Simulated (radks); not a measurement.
Values are calculated unless marked as measured or tabulated.
Fractional charge and spin in the 4s shell of vanadium: the spin-up occupation runs from 0 to 1 and the spin-down occupation from 0 to 1; the fullest corner is V, [Ar] 3d(up 1.5, down 1.5) 4s(up 1, down 1). Level of theory: scalar-relativistic Kohn-Sham, r2SCAN, spin-polarised, spherical densities, finite nucleus; meta-GGA in the generalised Kohn-Sham scheme; Fermi nuclear charge, rms radius of each element as measured or else 0.836 A^(1/3) + 0.57 fm (a radial shooting solver on a logarithmic mesh with Libxc functionals). Energy (eV) minus the two flat planes that join the four corners (they meet along the diagonal where the two added fractions sum to one electron); zero is where a piecewise linear energy would lie.

down \ up       0     0.5       1
0           0.000  -0.659   0.000
0.5        -0.659   0.514  -0.592
1           0.000  -0.592   0.000

Corners above the fullest one (they belong to V+ and the next ion): (up 1, down 0) 7.310 eV, (up 0, down 1) 7.310 eV, (up 0, down 0) 21.697 eV. With half an added electron in each spin the energy lies 0.514 eV from the planes, and with half an added electron in spin up alone -0.659 eV. The planes are only a guide here: the flat-plane condition holds for ground states with one frontier orbital, while other shells are open and held unpolarised.
